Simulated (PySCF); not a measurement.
## CaO2, singlet: molecular constants

Computed with PBE0/[Ca def2-TZVP, O def2-TZVP], no relativity, density fitting, PySCF.

The structure is a minimum.

```
Point group                                                                   : C2v
Bond lengths                                                                  : Ca–O 1.965 Å (×2), O–O 1.485 Å
Bond angles                                                                   : Ca–O–O 67.8° (×2), O–Ca–O 44.4°
Rotational symmetry number                                                    : 2
Rotational constants                                                          : 0.9564, 0.2865, 0.2204 cm⁻¹
Entropy at 298.15 K and 1 bar                                                 : 256.5 J/(mol K)
Atomisation energy without zero-point energy                                  : 730 kJ/mol
Highest occupied level                                                        : -4.22 eV
Heat capacity Cp at 298.15 K                                                  : 44.4 J/(mol K)
Dipole moment                                                                 : 10.31 D
Principal quadrupole moments (Buckingham, traceless) about the centre of mass : -3.24, 1.06, 2.18 D Å
Zero-point energy                                                             : 12.2 kJ/mol
Lowest empty level                                                            : -1.97 eV
Principal polarisabilities                                                    : 21.0, 29.4, 39.0 bohr³
Enthalpy at 298.15 K above 0 K                                                : 10.96 kJ/mol
```

Harmonic modes (masses in u: Ca 39.963, O 15.995):
| symmetry | ω (cm⁻¹) | IR (km/mol) | μ (u) |
| --- | --- | --- | --- |
| b2 | 530 | 45.2 | 17.04 |
| a1 | 649 | 98.8 | 21.06 |
| a1 | 869 | 67.7 | 16.42 |

In C2v the vibrations span b2 + 2a1. Here b1 is antisymmetric to the molecular plane and b2 lies in it.

Charges (e):
```csv
atom,Mulliken,Löwdin,polar tensor,Mayer order to Ca1
Ca1,1.08,0.81,1.38,–
"O2,3",-0.54,-0.41,-0.69,0.81
```
Other Mayer orders above 0.3: O–O 0.79.

Mulliken populations on Ca1: s 6.10, p 12.07, d 0.76.

Other isomers or separated fragments may lie lower.

The final relaxation and frequency run took 16 s on 2 threads of a shared Arm Neoverse V1 host, with 98 basis functions and 9 gradients; the process peaked at 0.87 GiB. Launch command: `OMP_NUM_THREADS=2 python axn.py task.json out`.
